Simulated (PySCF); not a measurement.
FeO₄, multiplicity 1.

```xyz
5

Fe     0.0000     0.0000     0.2363
O      0.6872     0.0000    -1.3868
O     -0.6872     0.0000    -1.3868
O      0.0000    -1.3403     1.0027
O      0.0000     1.3403     1.0027
```

Geometry: TPSSh-D3(BJ)/def2-SVP. The multiplicity is an assumed one; other spin states were not compared.

Calculation: PBE/pcSseg-1 (PySCF). Non-relativistic, no solvent.

Computed absolute GIAO shielding of each atom: isotropic value and principal components (ppm):
```json
[
 {"atom": "Fe1", "σ(iso)": "-6625.8", "σ11": "-7325.2", "σ22": "-6733.7", "σ33": "-5818.7", "span": "1506.5"},
 {"atom": "O2", "σ(iso)": "-555.9", "σ11": "-1364.1", "σ22": "-435.1", "σ33": "131.3", "span": "1495.3"},
 {"atom": "O3", "σ(iso)": "-555.9", "σ11": "-1364.1", "σ22": "-435.1", "σ33": "131.3", "span": "1495.3"},
 {"atom": "O4", "σ(iso)": "-762.2", "σ11": "-1235.3", "σ22": "-645.0", "σ33": "-406.3", "span": "829.0"},
 {"atom": "O5", "σ(iso)": "-762.2", "σ11": "-1235.3", "σ22": "-645.0", "σ33": "-406.3", "span": "829.0"}
]
```
